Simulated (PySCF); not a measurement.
C₆ coefficients of unlike pairs at HSE06

Calculated with PySCF 2.14 from the dipole response of each species, C₆(A,B) = (3/π) ∫ α_A(iu) α_B(iu) du, in atomic units, from isotropic polarisabilities. For ions this is the dispersion term alone; charge-induced terms of lower order in 1/R come first.

```json
{"species": "F²⁺", "configuration": "[He] 2s2 2p3 (4S)", "basis": "aug-cc-pV5Z (7s6p5d4f3g2h)", "relativity": "none", "α (bohr³)": "1.251", "C₆ (like pair)": "1.577"}
{"species": "Te⁺", "configuration": "[Kr] 4d10 5s2 5p3 (4S)", "basis": "aug-cc-pwCVTZ-DK3 (10s9p7d4f1g)", "relativity": "spin-free X2C", "α (bohr³)": "22.37", "C₆ (like pair)": "190.9"}
{"species": "Ar⁺", "configuration": "[Ne] 3s2 3p5 (2P)", "basis": "dyall-acv3z (19s12p6d4f)", "relativity": "spin-free X2C", "α (bohr³)": "6.925", "C₆ (like pair)": "31.25"}
```

Estimate C₆ for Te⁺ with F²⁺.

The integral gives 15.72. The combination rule 2 C_A C_B / (C_A α_B/α_A + C_B α_A/α_B) gives 15.49 and the geometric mean 17.35.

No spin-orbit coupling is included.

The other pairs:

```json
{"pair": "Ar⁺, Te⁺", "C₆": "75.32"}
{"pair": "Ar⁺, F²⁺", "C₆": "6.771"}
```
